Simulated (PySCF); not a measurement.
# Computed spin Hamiltonian

C₄H₉OSi (doublet state).
Geometry (GFN2-xTB, Å), atoms numbered from 1 in this order:
```
atom  x, y, z in Å
C1     3.0002   -0.0453   -0.2885
C2     1.5817    0.2799   -0.0990
O3     0.7691   -0.4942   -0.9310
Si4   -0.8422   -0.6590   -0.9881
C5    -1.9712   -0.4788    0.5054
C6    -2.0629    0.6926   -0.5162
H7     3.2833   -0.8054   -0.9856
H8     3.7454    0.4847    0.2684
H9     1.2857    0.1293    0.9564
H10    1.3965    1.3515   -0.3046
H11   -0.9945   -1.6049   -2.0626
H12   -2.8705   -1.0704    0.6042
H13   -1.5801   -0.2155    1.4810
H14   -3.0161    0.7874   -1.0169
H15   -1.7288    1.6562   -0.1504
```

The hyperfine couplings belong to this conformer and change with its torsions.

Identity: `[CH2]CO[SiH]1CC1` [radical].

Computed with UKS B3LYP, pcH-1 on C H O Si, non-relativistic, mean-field spin-orbit, GIAO (PySCF 2.14.0). One conformer (not necessarily the lowest) at the GFN2-xTB geometry, without solvent, vibrations or thermal averaging. The geometry wasn't refined by DFT: couplings that depend on bond lengths, twists or pyramidal angles can differ widely from those at the functional's own minimum. Stability of the SCF solution: not tested.

```
g1, g2, g3        : 2.00218, 2.00276, 2.00290
g_iso             : 2.00261
Form of g         : rhombic: the two nearest values differ by 20 % of g3 − g1
⟨S²⟩              : 0.7537 (exact 0.7500)
α and β electrons : 28, 27
```

Hyperfine couplings atom by atom, in mT; T1 to T3 are the principal values of the dipolar part; ρ(0) is the spin density at the nucleus (MHz turned into mT with g_iso):

```csv
atom,isotope,a_iso,of which spin–orbit,T1,T2,T3,Mulliken spin population,ρ(0) (bohr⁻³)
C1,13C,3.12,0.00,-2.93,-2.91,5.85,1.08,0.0779
C2,13C,-1.42,0.00,-0.09,0.02,0.07,-0.09,-0.0355
O3,17O,0.05,0.00,-0.05,0.02,0.03,0.00,-0.0023
Si4,29Si,0.07,0.00,-0.01,0.00,0.01,0.00,-0.0022
C5,13C,0.01,0.00,-0.01,-0.01,0.01,0.00,0.0002
C6,13C,0.00,0.00,-0.01,0.00,0.01,0.00,0.0000
H7,1H,-2.37,0.00,-1.43,0.01,1.42,-0.05,-0.0148
H8,1H,-2.26,0.00,-1.41,-0.01,1.42,-0.04,-0.0142
H9,1H,4.65,0.00,-0.20,-0.13,0.33,0.05,0.0292
H10,1H,4.58,0.00,-0.20,-0.13,0.33,0.05,0.0287
H11,1H,0.00,0.00,-0.03,-0.02,0.05,0.00,0.0000
H12,1H,0.01,0.00,-0.01,-0.01,0.03,0.00,0.0001
H13,1H,0.01,0.00,-0.03,-0.03,0.05,0.00,0.0000
H14,1H,0.00,0.00,-0.01,-0.01,0.03,0.00,0.0000
H15,1H,0.00,0.00,-0.03,-0.02,0.05,0.00,0.0000
```

The largest Mulliken spin populations are on C1 (+1.08) and C2 (-0.09). No atom but C1 exceeds +0.15. The angles at C1 add up to 360.0°, so it is planar; its axial dipolar tensor and the negative couplings of its protons fit spin in a p orbital normal to that plane.

Axes: g3 points within 12° of the C1–H8 bond.

Under fast tumbling the dipolar parts average out, and these isotropic splittings remain: 2 × 1H (H9/H10, I = 1/2, 3 lines) with 4.62 mT and 2 × 1H (H7/H8, I = 1/2, 3 lines) with 2.31 mT.

Means are taken over nuclei equivalent by connectivity, which assumes that they swap fast.

The 13C coupling of C1 (87.4 MHz) shows only in satellite lines or after enrichment, since that isotope makes up about 1.07 % of natural carbon.

Examples of negative spin density at the nucleus (bohr⁻³): C2 (-0.0355), H7/H8 (-0.0145) and O3 (-0.0023).

On one thread of an Arm Neoverse V1 (shared host), this took 50 s wall (grids of density and orbitals included) and 0.88 GiB of memory at its peak.
